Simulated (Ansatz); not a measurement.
Complex (SMILES): P (PH3) with C=CC, atoms 1 to 4 the first; geometry from B3LYP-D3(BJ)/def2-TZVP, monomers rigid:
```xyz
13

P      0.4442    -0.4223     0.3046
H      0.2621     0.7353    -0.4988
H      0.7948    -1.2422    -0.7963
H     -0.9247    -0.7834     0.2510
C     -0.0432    -3.6975     1.6336
C      0.9750    -4.0317     0.8507
H      0.0989    -3.0806     2.5137
H     -1.0528    -4.0263     1.4233
H      0.7829    -4.6498    -0.0227
C      2.3962    -3.6209     1.0661
H      2.4993    -2.9889     1.9485
H      3.0415    -4.4957     1.1882
H      2.7785    -3.0668     0.2040
```

Basis-set convergence of the uncorrected interaction energy at PBE0 with Ansatz (a quantum-chemistry and plane-wave program). Cartesian d functions, on some or all atoms, in 6-31G*, 6-31G**, 6-311G**; all else is spherical. The program fits the integrals of some runs and decomposes those of others, by size. No added dispersion term, no relativity. Functions are those of the species that has most. Reference: the counterpoise-corrected one, the value in aug-pcseg-3, -0.38 kcal/mol. Deviations are taken from unrounded values.

```csv
basis,functions,uncorrected interaction energy (kcal/mol),minus reference (kcal/mol)
STO-3G,33,0.07,0.46
3-21G,58,-1.72,-1.34
6-31G,58,-0.88,-0.50
6-31G*,82,-0.99,-0.60
6-31G**,109,-0.98,-0.60
cc-pV(D+d)Z,110,-0.82,-0.43
6-311G**,135,-0.81,-0.43
aug-cc-pV(D+d)Z,182,-0.73,-0.34
cc-pV(T+d)Z,255,-0.53,-0.15
jun-cc-pV(T+d)Z,291,-0.41,-0.03
aug-cc-pV(T+d)Z,400,-0.43,-0.05
cc-pV(Q+d)Z,499,-0.45,-0.06
aug-cc-pV(Q+d)Z,743,-0.41,-0.03
```

The smallest set listed that lies within 0.2 kcal/mol of the reference with all its larger relatives (same family, alike in diffuse functions; a set with none counts only in the reference's own line) is cc-pV(T+d)Z (255 functions, -0.15 kcal/mol off).
